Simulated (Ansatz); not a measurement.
Members of the series GeXY, Y = amino; each row names its spin state. Isolated molecules, 0 K electronic values unless said otherwise. One relaxed conformer stands for each flexible species; it need not be the lowest. Strings in code marks are SMILES.

Quantity: adiabatic spin-state energy, in kcal/mol. HF references are unrestricted for open shells and restricted for singlets.

Case: `[C-]#[N+][Ge][NH2]`: multiplicity 3 minus multiplicity 1. The other species in the difference include `[C-]#[N+][Ge][NH2]` (neutral, multiplicity 1). Geometry of `[C-]#[N+][Ge][NH2]` (neutral, multiplicity 3, Å):

```xyz
6

C      2.8652    -0.3633     0.3731
N      1.7787     0.0513     0.2002
Ge     0.1896     0.9362    -0.0592
N     -1.2261    -0.2524    -0.2440
H     -1.9263    -0.1669     0.4842
H     -1.6812    -0.2049    -1.1488
```

Question: Estimate the adiabatic spin-state energy that frozen-core CCSD(T)/cc-pVTZ // PBE0-D3(BJ)/def2-TZVP (Ansatz, a quantum-chemistry and plane-wave program) returns for this input.

Answer: 59.8 kcal/mol.
